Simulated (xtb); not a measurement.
Zn(SH)2 (H2S2Zn), SMILES [SH][Zn][SH]. All values are semi-empirical tight-binding results from xtb (GFN2-xTB unless named), good for trends rather than for accurate numbers. Geometry: GFN2-xTB. One conformer was computed; it need not be the lowest.

For metal compounds this method's bond lengths and energies can be far off.

```
Property                                      Result
-------------------------------------  -------------
point group as xtb finds it                       C2
orbital gap                                  2.65 eV
zero-point energy                       9.8 kcal/mol
G − E(el) at 298.15 K (modified RRHO)  -9.5 kcal/mol
```
